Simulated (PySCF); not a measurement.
CH3O (SMILES [CH2-]O), charge -1, singlet, geometry from GFN2-xTB (in this run its highest filled SCF level lies above zero, so its values depend strongly on the basis, on diffuse functions most of all); PySCF with PBE/aug-cc-pVDZ.

Input for PySCF:
```python
from pyscf import gto, scf, dft

mol = gto.Mole()
mol.atom = '''
    C    -0.202797    0.760332   -0.010878
    O    -0.065015   -0.728024    0.008644
    H     0.872047   -0.976157    0.018146
    H     0.426340    1.130303    0.880171
    H     0.438520    1.108051   -0.902205
'''
mol.basis = 'aug-cc-pvdz'
mol.charge = -1
mol.spin = 0
mol.verbose = 4
mol.symmetry = True
mol.build()

mf = dft.RKS(mol)
mf.xc = 'pbe'
mf.kernel()
mf.analyze()
```

Output, abridged:

```
PySCF version 2.14.0

[INPUT] verbose = 4
[INPUT] num. atoms = 5
[INPUT] num. electrons = 18
[INPUT] charge = -1
[INPUT] spin (= nelec alpha-beta = 2S) = 0
[INPUT] symmetry True subgroup None
[INPUT] Mole.unit = angstrom
[INPUT] Symbol           X                Y                Z      unit          X                Y                Z       unit  Magmom
[INPUT]  1 C     -0.202797000000   0.760332000000  -0.010878000000 AA   -0.383230788883   1.436819243743  -0.020556440783 Bohr   0.0
[INPUT]  2 O     -0.065015000000  -0.728024000000   0.008644000000 AA   -0.122860543989  -1.375765972110   0.016334792621 Bohr   0.0
[INPUT]  3 H      0.872047000000  -0.976157000000   0.018146000000 AA    1.647929997749  -1.844669384577   0.034290970256 Bohr   0.0
[INPUT]  4 H      0.426340000000   1.130303000000   0.880171000000 AA    0.805665835947   2.135963107774   1.663282132785 Bohr   0.0
[INPUT]  5 H      0.438520000000   1.108051000000  -0.902205000000 AA    0.828682700144   2.093912922050  -1.704920358213 Bohr   0.0

nuclear repulsion = 33.1917004532706
point group symmetry = C1
symmetry origin: [0. 0. 0.]
symmetry axis x: [1. 0. 0.]
symmetry axis y: [0. 1. 0.]
symmetry axis z: [0. 0. 1.]
num. orbitals of irrep A = 73
number of shells = 31
number of NR pGTOs = 103
number of NR cGTOs = 73
basis = aug-cc-pvdz
ecp = {}

******** <class 'pyscf.dft.rks.RKS'> ********
method = RKS
initial guess = minao
damping factor = 0
level_shift factor = 0
DIIS = <class 'pyscf.scf.diis.CDIIS'>
diis_start_cycle = 1
diis_space = 8
diis_damp = 0
SCF conv_tol = 1e-09
SCF conv_tol_grad = None
SCF max_cycles = 50
direct_scf = True
direct_scf_tol = 1e-13
XC library pyscf.dft.libxc version 7.1.2
    S. Lehtola, C. Steigemann, M. J. T. Oliveira, and M. A. L. Marques,  SoftwareX 7, 1–5 (2018)
XC functionals = pbe
    J. P. Perdew, K. Burke, and M. Ernzerhof,  Phys. Rev. Lett. 77, 3865 (1996)
    J. P. Perdew, K. Burke, and M. Ernzerhof,  Phys. Rev. Lett. 78, 1396 (1997)
    J. P. Perdew, K. Burke, and M. Ernzerhof,  Phys. Rev. Lett. 77, 3865 (1996)
    J. P. Perdew, K. Burke, and M. Ernzerhof,  Phys. Rev. Lett. 78, 1396 (1997)
radial grids:
    Treutler-Ahlrichs [JCP 102, 346 (1995); DOI:10.1063/1.469408] (M4) radial grids

becke partition: Becke, JCP 88, 2547 (1988); DOI:10.1063/1.454033
pruning grids: <function nwchem_prune>
grids dens level: 3
symmetrized grids: True
atomic radii adjust function: <function treutler_atomic_radii_adjust>
small_rho_cutoff = 0
Set gradient conv threshold to 3.16228e-05
Initial guess from minao.
tot grids = 57624
init E= -114.848932520274
  HOMO = -0.226649956999766  LUMO = -0.0411034115430007  gap/eV = 5.04898
cycle= 1 E= -114.748801118848  delta_E=  0.1  |g|= 0.816  |ddm|= 2.29
  HOMO = 0.155803490854122  LUMO = 0.162181226431051  gap/eV = 0.17355
cycle= 2 E= -110.977706565191  delta_E= 3.77  |g|= 2.97  |ddm|= 69.7
  HOMO = 0.0336858516738592  LUMO = 0.097988898458667  gap/eV = 1.74978
cycle= 3 E= -114.915564860526  delta_E= -3.94  |g|= 0.201  |ddm|= 69.7
  HOMO = 0.0715000443237552  LUMO = 0.11591020498784  gap/eV = 1.20846
cycle= 4 E= -114.919678043498  delta_E= -0.00411  |g|= 0.202  |ddm|= 0.656
  HOMO = 0.101329657515778  LUMO = 0.115436930790171  gap/eV = 0.38388
cycle= 5 E= -114.925380046508  delta_E= -0.0057  |g|= 0.117  |ddm|= 0.804
  HOMO = 0.088862677824415  LUMO = 0.111722531327167  gap/eV = 0.62205
cycle= 6 E= -114.92981707347  delta_E= -0.00444  |g|= 0.0169  |ddm|= 0.362
  HOMO = 0.0859033467541455  LUMO = 0.110438993990027  gap/eV = 0.66765
cycle= 7 E= -114.929907072888  delta_E= -9e-05  |g|= 0.00278  |ddm|= 0.0544
  HOMO = 0.0856485017020363  LUMO = 0.110104912468549  gap/eV = 0.66549
cycle= 8 E= -114.929909171235  delta_E= -2.1e-06  |g|= 0.000669  |ddm|= 0.00752
  HOMO = 0.0855213024815034  LUMO = 0.110039599861794  gap/eV = 0.66718
cycle= 9 E= -114.929909330016  delta_E= -1.59e-07  |g|= 0.000136  |ddm|= 0.00235
  HOMO = 0.0854912839335293  LUMO = 0.110022157496652  gap/eV = 0.66752
cycle= 10 E= -114.929909336565  delta_E= -6.55e-09  |g|= 1.81e-05  |ddm|= 0.000389
  HOMO = 0.0854916809967716  LUMO = 0.110021154084708  gap/eV = 0.66748
cycle= 11 E= -114.92990933668  delta_E= -1.15e-10  |g|= 3.44e-06  |ddm|= 7.21e-05
  HOMO = 0.0854928273231406  LUMO = 0.110020932194906  gap/eV = 0.66744
Extra cycle  E= -114.92990933667  delta_E= 1.05e-11  |g|= 6.95e-06  |ddm|= 7.03e-05
converged SCF energy = -114.92990933667
**** SCF Summaries ****
Total Energy =                        -114.929909336669681
Nuclear Repulsion Energy =              33.191700453270606
One-electron Energy =                 -226.367494255118800
Two-electron Energy =                   78.245884465178506
Two-electron Coulomb Energy =           93.312468451552817
DFT Exchange-Correlation Energy =      -15.066583986374308
HOMO-LUMO gap [eV] =                     0.667443730004644
**** MO energy ****
MO #1   energy= -18.5494017097477  occ= 2
MO #2   energy= -9.66991805471844  occ= 2
MO #3   energy= -0.687746495660716 occ= 2
MO #4   energy= -0.330181693514611 occ= 2
MO #5   energy= -0.206303123207836 occ= 2
MO #6   energy= -0.11738903393873  occ= 2
MO #7   energy= -0.0839748289755824 occ= 2
MO #8   energy= 0.00451520896433077 occ= 2
MO #9   energy= 0.0854928273231406 occ= 2
MO #10  energy= 0.110020932194906  occ= 0
MO #11  energy= 0.131723556479235  occ= 0
MO #12  energy= 0.142631248527939  occ= 0
MO #13  energy= 0.194730763434238  occ= 0
MO #14  energy= 0.200674344698748  occ= 0
MO #15  energy= 0.241284325324886  occ= 0
MO #16  energy= 0.248897255242169  occ= 0
MO #17  energy= 0.2726713281628    occ= 0
 ** Mulliken pop on meta-lowdin orthogonal AOs  **
 ** Mulliken pop  **
 ** Mulliken atomic charges  **
charge of    0C =     -0.62962
charge of    1O =     -0.57889
charge of    2H =      0.24472
charge of    3H =     -0.01810
charge of    4H =     -0.01810

WARN: System has nonzero charge -1; the dipole moment is origin-dependent.
Location of origin: [0. 0. 0.]

Dipole moment(X, Y, Z, Debye):  3.23158, -2.65891,  0.05528
```
